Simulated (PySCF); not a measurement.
Stretching GeP

Set-up: basis Ge def2-SVP, P def2-SVP; no relativity; PySCF 2.14. Energies in eV from Ge + P in their ground configurations at the same level. All curves are PBE0. state 1: ²Π (doublet), unpaired electrons π ↑; state 2: ²Σ⁺ (doublet), unpaired electrons σ ↑, a second solution, started from another occupation; state 3: ⁴Π (quartet), unpaired electrons π ↑↑↑, a second solution, started from another occupation; state 4: ⁶Σ⁺ (sextet), unpaired electrons σ ↑, π ↑↑↑↑, a second solution, started from another occupation.

```json
{"R (Å)": "1.850", "state 1": "-1.898", "state 2": "-2.415", "state 3": "1.637", "state 4": "3.7322"}
{"R (Å)": "1.936", "state 1": "-2.661", "state 2": "-2.875", "state 3": "0.409", "state 4": "2.4436"}
{"R (Å)": "2.022", "state 1": "-3.082", "state 2": "-3.042", "state 3": "-0.444", "state 4": "1.5235"}
{"R (Å)": "2.087", "state 1": "-3.231", "state 2": "-3.028", "state 3": "-0.899", "state 4": "1.0161"}
{"R (Å)": "2.151", "state 1": "-3.272", "state 2": "-2.928", "state 3": "-1.227", "state 4": "0.6311"}
{"R (Å)": "2.216", "state 1": "-3.230", "state 2": "-2.765", "state 3": "-1.457", "state 4": "0.3421"}
{"R (Å)": "2.302", "state 1": "-3.080", "state 2": "-2.487", "state 3": "-1.642", "state 4": "0.0706"}
{"R (Å)": "2.409", "state 1": "-2.801", "state 2": "-2.118", "state 3": "-1.730", "state 4": "-0.1370"}
{"R (Å)": "2.538", "state 1": "-2.429", "state 2": "-1.701", "state 3": "-1.693", "state 4": "-0.2621"}
{"R (Å)": "2.710", "state 1": "-1.951", "state 2": "-1.227", "state 3": "-1.500", "state 4": "-0.3130"}
```

**Question.** Put a parabola through the three lowest points of the state 1 curve and estimate Re, k and ωe (reduced mass 21.83 u; 1 eV/Å² = 0.16022 mdyn/Å; ωe = 1302.8·√(k/μ) cm⁻¹).

**Answer.** Through R = 2.087, 2.151, 2.216 Å the second-order coefficient is 9.98 eV/Å², so Re ≈ 2.151 Å, k ≈ 3.20 mdyn/Å and ωe ≈ 499 cm⁻¹. A polynomial fit of higher order to the unrounded PBE0 energies gives Re = 2.147 Å, k = 3.24 mdyn/Å, ωe = 502 cm⁻¹; anharmonicity and rounding make the difference.

The higher-order fit for each curve: state 1: Re = 2.147 Å, ωe = 502 cm⁻¹, De = 3.27 eV; state 2: Re = 2.045 Å, ωe = 555 cm⁻¹, minimum 3.05 eV below the ground-state fragments; state 3: Re = 2.435 Å, ωe = 327 cm⁻¹, minimum 1.73 eV below the ground-state fragments; state 4: Re = 2.744 Å, ωe = 144 cm⁻¹, minimum 0.314 eV below the ground-state fragments.

⟨S²⟩ of the unrestricted solution departs from its pure value on part of the curve, where spin states mix. Spin–orbit coupling is left out. The state is the lowest determinant that a PBE0 search found; another state may lie lower at other levels.
